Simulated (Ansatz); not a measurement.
Breaking the O4–H5 bond in GaH3O (SMILES [OH][GaH2]) (multiplicity 1 held, fragments rigid). Energies count from the point at 0.962 Å.
Geometry at that point (charge 0, multiplicity 1):
| atom | x (Å) | y (Å) | z (Å) |
|---|---|---|---|
| Ga | -0.2252 | -0.2844 | 0.0258 |
| H | 0.0603 | -1.2972 | 1.1723 |
| H | -1.3595 | -0.3087 | -1.0529 |
| O | 0.9382 | 1.0873 | -0.0240 |
| H | 0.7756 | 1.7230 | -0.7275 |

Unrestricted levels (U-) break spin symmetry where that is lower. Active spaces are followed from a long bond inwards. Levels need not reach the same state.

Cores are frozen in the correlated methods. Filled d and f shells under p-block atoms count as core.

Codes used: Ansatz (Gaussian basis) for Hartree–Fock, density functionals and correlated methods. 

Problem. Predict the energy at R = 3.079 Å from FIC-MRCISD on CASSCF(4,3)/cc-pVTZ.

Solution. 492 kJ/mol

Problem. Estimate the energy at R = 3.079 Å that U-HF/cc-pVTZ returns for this input.

Solution. 358 kJ/mol

Doubts at one or more of the structures used: a spin-contaminated determinant (U-HF/cc-pVTZ); active orbitals that take no part (FIC-MRCISD on CASSCF(4,3)/cc-pVTZ).

Ansatz is a program for electronic structure.
